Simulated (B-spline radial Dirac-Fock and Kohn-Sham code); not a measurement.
# What relativity does to the binding energies of Pd⁵⁺

System: the Pd⁵⁺ ion, [Kr] 4d5.

Both columns are ΔSCF binding energies of the configuration average from a radial B-spline solver: non-relativistic Hartree-Fock with a point nucleus, and Dirac-Fock with a finite nucleus and the Coulomb interaction alone, averaged over the two j levels with weights 2j+1.

```
shell  Hartree-Fock (eV)  Dirac-Fock (eV)  shift (eV)  shift (%)
   1s            23790.3          24515.5     +725.20      +3.05
   2s             3536.9           3711.3     +174.37      +4.93
   2p             3277.2           3325.7      +48.53      +1.48
   3s              731.0            766.1      +35.13      +4.81
   3p              626.4            636.5      +10.12      +1.62
   3d              434.2            428.7       -5.43      -1.25
   4s              172.8            179.4       +6.60      +3.82
   4p              136.7            138.3       +1.60      +1.17
   4d              82.20            81.36       -0.85      -1.03
```

Relativity binds 1s, 2s, 2p, 3s, 3p, 4s, 4p more strongly, among those listed most of all 2s in relative terms, and 3d, 4d more weakly, because the contracted s and p shells screen the nucleus better.

Values without a named source are computed, but for edge energies of neutral atoms, which are taken from tables.
